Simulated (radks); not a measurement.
The numbers below are computed, except where a source is named.
The platinum ion Pt3+, configuration [Kr] 4d10 4f14 5p6 5d9 (not the ground configuration).

Level of theory: scalar-relativistic Kohn-Sham, PBE, spin-unpolarised, spherical densities, finite nucleus; Fermi nuclear charge, rms radius 5.427 fm (a radial shooting solver on a logarithmic mesh with Libxc functionals).

Energy parts (hartree):
| part | energy |
|---|---|
| total | -18400.1081 |
| kinetic | 20509.4027 |
| electron-nucleus | -45598.4629 |
| Hartree | 7041.4882 |
| exchange-correlation | -352.5361 |

Orbitals (lengths in bohr, moments of r in powers of bohr; <r^-3> diverges for s and p1/2):
1s: occ. 2; eigenvalue (hartree) -2882.732; <r> 0.01715; <r^2> 0.0004062
2s: occ. 2; eigenvalue (hartree) -507.8065; <r> 0.07236; <r^2> 0.006203
2p: occ. 6; eigenvalue (hartree) -440.4509; <r^-3> 24240; <r> 0.06523; <r^2> 0.005201
3s: occ. 2; eigenvalue (hartree) -120.5303; <r> 0.1871; <r^2> 0.04004
3p: occ. 6; eigenvalue (hartree) -100.9038; <r^-3> 5516; <r> 0.1882; <r^2> 0.04105
3d: occ. 10; eigenvalue (hartree) -79.58125; <r^-3> 690.2; <r> 0.1704; <r^2> 0.03401
4s: occ. 2; eigenvalue (hartree) -27.18153; <r> 0.4151; <r^2> 0.1944
4p: occ. 6; eigenvalue (hartree) -20.74128; <r^-3> 1318; <r> 0.4417; <r^2> 0.2217
4d: occ. 10; eigenvalue (hartree) -12.90553; <r^-3> 143.8; <r> 0.4676; <r^2> 0.2527
4f: occ. 14; eigenvalue (hartree) -4.19101; <r^-3> 27.37; <r> 0.5120; <r^2> 0.3180
5p: occ. 6; eigenvalue (hartree) -3.51007; <r^-3> 229.3; <r> 1.076; <r^2> 1.305
5d: occ. 9; eigenvalue (hartree) -1.52913; <r^-3> 15.65; <r> 1.434; <r^2> 2.372

The highest occupied level is 5d at -41.610 eV. Summed over all electrons, <r^2> = 38.59 bohr^2, which gives a Langevin (diamagnetic) susceptibility term of -30.6 x 10^-6 cm^3/mol. The electron density at the nucleus is 2.114e+06 e/bohr^3 (large components only). The density falls to 0.001 e/bohr^3 at r = 3.31 bohr.
